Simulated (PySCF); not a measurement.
# Electronic structure of Hg²⁺ (mercury, charge +2) at the B97-3 level

Configuration: [Xe] 4f14 5d9 6s1, high-spin 3D determinant (an excited configuration). All numbers are calculated (PySCF 2.14, scalar relativity through the core potential, in def2-QZVPPD with the def2 core potential (60 electrons) (7s5p4d4f2g, 88 functions)).

| Item | Value |
| --- | --- |
| Total energy | -152.2795 hartree |
| One-electron energy | -254.0246 hartree |
| Hartree (Coulomb) energy | 115.0235 hartree |
| Exchange-correlation energy | -13.2784 hartree |
| ⟨S²⟩ | 2.0007 |
| ⟨L²⟩ | 6.010 |
| Sum of ⟨r⟩ | 23.34 bohr |
| Sum of ⟨r²⟩ | 36.11 bohr² |
| Traceless quadrupole moment −½Σ⟨3z² − r²⟩ along its main axis | -0.525 e·bohr² |

```csv
shell,electrons,mean orbital energy (eV),spread (eV),"rms radius, mean of both spins (bohr)"
5s α,1,-145.90,0,0.967
5s β,1,-144.76,0,0.967
5p α,3,-94.623,1.499,1.11
5p β,3,-93.321,0.202,1.11
5d α,5,-34.259,1.673,1.52
5d β,4,-33.115,0.999,1.52
6s α,1,-26.001,0,2.45
```

Energies and moments cover only the electrons outside the core potential. Spin-orbit coupling, absent here, splits the open shell strongly.
